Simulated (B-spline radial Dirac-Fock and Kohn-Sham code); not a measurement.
## Satellites and hypersatellites of the K lines of Sc

System: the Sc atom, 1s2 2s2 2p6 3s2 3p6 3d1 4s2.

Method: Dirac-Fock ΔSCF + Breit + QED. Computed with a radial B-spline solver. Each two-hole energy is an average over J within one jj subconfiguration, not an observable level; in light atoms, where LS coupling holds, the j-resolved values are not observed lines, and for a K spectator the Kα1 hypersatellite is nearly forbidden. The model has no electron correlation.

Lines without a spectator: Kα2 (K-L2) 4085.0 eV, Kα1 (K-L3) 4089.5 eV, Kβ3 (K-M2) 4460.2 eV, Kβ1 (K-M3) 4460.7 eV. Shifts in eV with one spectator hole (a dash: not computed, or left out as unreliable):

| spectator hole | Kα2 | Kα1 | Kβ3 | Kβ1 |
| --- | --- | --- | --- | --- |
| L2 (2p1/2) | +17.73 | +21.91 | – | +54.3 |
| L3 (2p3/2) | +20.90 | +19.83 | +53.2 | – |
| M2 (3p1/2) | – | +1.10 | +4.12 | +5.29 |
| M3 (3p3/2) | +1.02 | – | +5.12 | +4.79 |

Question: Where does the K-L3 hypersatellite lie, emitted when both K electrons are missing?

Answer: +216.7 eV from the normal line, at 4306.3 eV. Removing both K electrons costs 9288.8 eV, which is 288.8 eV more than twice the K binding energy. In light atoms the observed hypersatellite is the ¹S₀ → ¹P₁ component, which lies below this average, and the triplet component is nearly forbidden.

With n spectator holes in 2p, averaged over the 2p shell (energies in eV):

| n | KαLⁿ | step | hypersatellite KαʰLⁿ |
| --- | --- | --- | --- |
| 0 | 4088.0 | – | 4304.4 |
| 1 | 4108.5 | +20.5 | 4326.2 |
| 2 | 4130.3 | +21.8 | 4349.3 |
| 3 | 4153.4 | +23.1 | 4373.7 |
| 4 | 4177.7 | +24.3 | 4399.3 |
| 5 | 4203.4 | +25.6 | 4426.2 |
